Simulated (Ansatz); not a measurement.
`O=C[SiH2][SiH2][SiH3]`. The species carries charge 0 and has multiplicity 1. All single points use the PBE0-D4/def2-TZVP geometry. It is one conformer, not always the lowest.

```xyz
13

O     0.769    2.022    0.277
C     1.490    1.524   -0.551
Si    1.315   -0.333   -1.052
Si   -0.851   -1.008   -0.493
Si   -1.482   -0.071    1.560
H     2.288    2.148   -1.021
H     1.676   -0.478   -2.490
H     2.337   -1.063   -0.249
H    -0.874   -2.496   -0.424
H    -1.784   -0.581   -1.574
H    -1.960    1.320    1.373
H    -2.587   -0.885    2.138
H    -0.336   -0.100    2.505
```

Problem. What is the dipole moment at PBE/def2-TZVPP? (Estimate.)

Solution. The calculation gave: 1.61 D, with components (0.92, -0.65, -1.15) D in this frame, pointing from negative to positive charge.

Problem. And with r2SCAN, B3LYP, ωB97M-V? (Estimate.)

Solution. Ansatz gave: r2SCAN 1.72 D, B3LYP 1.82 D, ωB97M-V 1.84 D.

Problem. Give the Mulliken charges with PBE, B3LYP, r2SCAN in def2-TZVPP. (Estimate.)

Solution. Ansatz gave: 
```csv
atom,PBE,B3LYP,r2SCAN
O1,-0.21,-0.26,-0.28
C2,0.09,0.07,0.15
Si3,0.13,0.19,0.19
Si4,0.09,0.12,0.13
Si5,0.12,0.18,0.19
H6,0.06,0.07,0.03
H7,-0.04,-0.06,-0.06
H8,-0.03,-0.05,-0.05
H9,-0.04,-0.06,-0.06
H10,-0.04,-0.06,-0.06
H11,-0.03,-0.04,-0.05
H12,-0.05,-0.06,-0.07
H13,-0.04,-0.05,-0.06
```

B3LYP here is the variant with VWN-RPA as its local correlation; programs differ in this.
